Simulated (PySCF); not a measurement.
Cd(Br)(SMe) (CH3BrCdS), SMILES C[S][Cd][Br]. Geometry: PBE-D3(BJ)/def2-SVP. The structure was generated by enumeration; whether it is a known compound was not checked. The def2 effective core potentials stand for the cores of Cd; spin–orbit coupling is left out. Other conformers were not sampled.

Give the equilibrium geometry at PBE-D3(BJ)/def2-SVP (PySCF confirms it by a frequency run) as a Z-matrix, and its point group. (An estimate is asked for; the answer gives what the named calculation found.)

This is not unique; one that fits is point group Cs.
```
C
H 1 1.1065
H 1 1.1065 2 109.92
H 1 1.1075 2 108.18 3 117.93
S 1 1.8431 2 112.42 4 116.02
Cd 5 2.3562 1 102.36 2 62.34
Br 6 2.4350 1 147.62 2 54.99
```
